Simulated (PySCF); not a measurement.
Species: C5H10GeSi.
Cartesian coordinates in Å at the PBE0-D3(BJ)/def2-SVP level; atoms count from 1:
```
atom  x, y, z in Å
C1     2.5559    1.9216    0.1470
C2     1.8262    0.8736   -0.2426
C3     1.9283   -0.5077    0.3147
Si4    0.4057   -0.9831    1.3309
C5    -1.1095   -0.7543    0.3145
C6    -2.1124   -0.6051   -0.3717
Ge7   -3.6754   -0.3666   -1.4291
H8     2.4076    2.9131   -0.2878
H9     3.3301    1.8264    0.9156
H10    1.0578    1.0221   -1.0119
H11    2.0243   -1.2551   -0.4924
H12    2.8125   -0.6114    0.9661
H13    0.4844   -2.4160    1.7478
H14    0.3033   -0.1236    2.5466
H15   -4.1427   -1.7387   -1.9359
H16   -4.7653    0.2772   -0.5601
H17   -3.3339    0.5474   -2.6150
```

Computed with PBE0-D3(BJ)/def2-SVP geometry optimisation, gas phase (PySCF).

Take the most abundant isotopes and a rigid rotor. The values belong to one conformer with, in the numbering `[CH2:1]=[CH:2][CH2:3][SiH2:4][C:5]#[C:6][GeH3:7]`, C1–C2–C3–Si4 110°, C2–C3–Si4–C5 55°.

(1) Give the principal moments of inertia and the rotational constants in MHz.

(2) Classify the top.

(3) What does the inertial defect say?

(4) Give the other two planar moments, Paa and Pbb, and the rms extents of the mass along the axes.

(5) Where do the levels up to J = 2 lie, in MHz?

(6) Predict some low-J microwave lines.

(7) Estimate the classical rotational partition function at 10 K, 200 K and 500 K.

## Answers

(1) Ia = 177.06, Ib = 1193.19, Ic = 1326.40 u·Å²; 505379 MHz·u·Å²/I gives A = 2854, B = 423.6, C = 381.0 MHz.

(2) A near-prolate asymmetric top. Ray's parameter κ = (2B − A − C)/(A − C) = -0.966; −1 is the prolate and +1 the oblate limit.

(3) Not planar: Δ = Ic − Ia − Ib = -43.85 u·Å². For a rigid frame Δ = −2 Σ m c², so Σ m c² = 21.92 u·Å² lies off the ab plane: 11.00 from hydrogen and 10.92 from heavier atoms. The atom farthest from that plane is 1.80 Å away.

(4) Paa = Σ m a² = (Ib + Ic − Ia)/2 = 1171.27 and Pbb = Σ m b² = (Ia + Ic − Ib)/2 = 155.14 u·Å². With the mass M = 171.98 u, the rms extents √(P/M) along a, b and c are 2.61, 0.95, 0.36 Å.

(5) Above 0(0,0):
J = 1: 1(0,1) 805, 1(1,1) 3235, 1(1,0) 3278
J = 2: 2(0,2) 2413, 2(1,2) 4802, 2(1,1) 4930, 2(2,1) 12222, 2(2,0) 12222

(6) The dipole components are |μa| = 0.18 D, |μb| = 0.24 D, |μc| = 0.45 D. Intensities carry the squares of the components, which stand as 0.15 : 0.28 : 1.00 (a : b : c). Some lines, for components of 0.1 D or more:

```json
{"type": "a", "branch": "R", "J(Ka,Kc)": "2(1,2) ← 1(1,1)", "MHz": "1567", "lower level (cm⁻¹)": "0.108"}
{"type": "a", "branch": "R", "J(Ka,Kc)": "2(0,2) ← 1(0,1)", "MHz": "1609", "lower level (cm⁻¹)": "0.027"}
{"type": "a", "branch": "R", "J(Ka,Kc)": "2(1,1) ← 1(1,0)", "MHz": "1652", "lower level (cm⁻¹)": "0.109"}
{"type": "a", "branch": "R", "J(Ka,Kc)": "3(1,3) ← 2(1,2)", "MHz": "2350", "lower level (cm⁻¹)": "0.160"}
{"type": "a", "branch": "R", "J(Ka,Kc)": "3(0,3) ← 2(0,2)", "MHz": "2411", "lower level (cm⁻¹)": "0.080"}
{"type": "a", "branch": "R", "J(Ka,Kc)": "3(2,2) ← 2(2,1)", "MHz": "2414", "lower level (cm⁻¹)": "0.408"}
{"type": "c", "branch": "Q", "J(Ka,Kc)": "1(1,1) ← 1(0,1)", "MHz": "2431", "lower level (cm⁻¹)": "0.027"}
{"type": "b", "branch": "Q", "J(Ka,Kc)": "1(1,0) ← 1(0,1)", "MHz": "2473", "lower level (cm⁻¹)": "0.027"}
{"type": "a", "branch": "R", "J(Ka,Kc)": "3(1,2) ← 2(1,1)", "MHz": "2477", "lower level (cm⁻¹)": "0.164"}
{"type": "b", "branch": "Q", "J(Ka,Kc)": "3(1,2) ← 3(0,3)", "MHz": "2582", "lower level (cm⁻¹)": "0.161"}
{"type": "b", "branch": "R", "J(Ka,Kc)": "3(1,3) ← 2(0,2)", "MHz": "4738", "lower level (cm⁻¹)": "0.080"}
{"type": "c", "branch": "R", "J(Ka,Kc)": "3(1,2) ← 2(0,2)", "MHz": "4994", "lower level (cm⁻¹)": "0.080"}
{"type": "c", "branch": "Q", "J(Ka,Kc)": "3(2,2) ← 3(1,2)", "MHz": "7229", "lower level (cm⁻¹)": "0.247"}
{"type": "b", "branch": "Q", "J(Ka,Kc)": "3(2,1) ← 3(1,2)", "MHz": "7232", "lower level (cm⁻¹)": "0.247"}
{"type": "b", "branch": "Q", "J(Ka,Kc)": "2(2,0) ← 2(1,1)", "MHz": "7293", "lower level (cm⁻¹)": "0.164"}
{"type": "b", "branch": "Q", "J(Ka,Kc)": "2(2,1) ← 2(1,2)", "MHz": "7420", "lower level (cm⁻¹)": "0.160"}
{"type": "b", "branch": "R", "J(Ka,Kc)": "2(2,1) ← 1(1,0)", "MHz": "8944", "lower level (cm⁻¹)": "0.109"}
{"type": "c", "branch": "R", "J(Ka,Kc)": "2(2,0) ← 1(1,0)", "MHz": "8944", "lower level (cm⁻¹)": "0.109"}
{"type": "c", "branch": "R", "J(Ka,Kc)": "2(2,1) ← 1(1,1)", "MHz": "8986", "lower level (cm⁻¹)": "0.108"}
{"type": "b", "branch": "R", "J(Ka,Kc)": "2(2,0) ← 1(1,1)", "MHz": "8987", "lower level (cm⁻¹)": "0.108"}
{"type": "b", "branch": "R", "J(Ka,Kc)": "3(2,2) ← 2(1,1)", "MHz": "9706", "lower level (cm⁻¹)": "0.164"}
{"type": "c", "branch": "R", "J(Ka,Kc)": "3(2,1) ← 2(1,1)", "MHz": "9709", "lower level (cm⁻¹)": "0.164"}
{"type": "b", "branch": "Q", "J(Ka,Kc)": "3(3,0) ← 3(2,1)", "MHz": "12258", "lower level (cm⁻¹)": "0.488"}
{"type": "b", "branch": "Q", "J(Ka,Kc)": "3(3,1) ← 3(2,2)", "MHz": "12260", "lower level (cm⁻¹)": "0.488"}
{"type": "c", "branch": "R", "J(Ka,Kc)": "3(3,0) ← 2(2,0)", "MHz": "14674", "lower level (cm⁻¹)": "0.408"}
{"type": "c", "branch": "R", "J(Ka,Kc)": "3(3,1) ← 2(2,1)", "MHz": "14674", "lower level (cm⁻¹)": "0.408"}
{"type": "b", "branch": "R", "J(Ka,Kc)": "3(3,0) ← 2(2,1)", "MHz": "14674", "lower level (cm⁻¹)": "0.408"}
```

(7) Point group C1, symmetry number σ = 1; q = (√π/σ)·√((kT/h)³/(ABC)), k/h = 20836.6 MHz/K: 7850 at 10 K, 703000 at 200 K, 2780000 at 500 K.

PBE0-D3(BJ)/def2-SVP frequencies: not computed here. These are rigid-rotor constants of the computed structure; measured ground-state constants (B0) also hold zero-point vibration. A rigid rotor knows nothing of internal rotation, which can split or shift real lines.
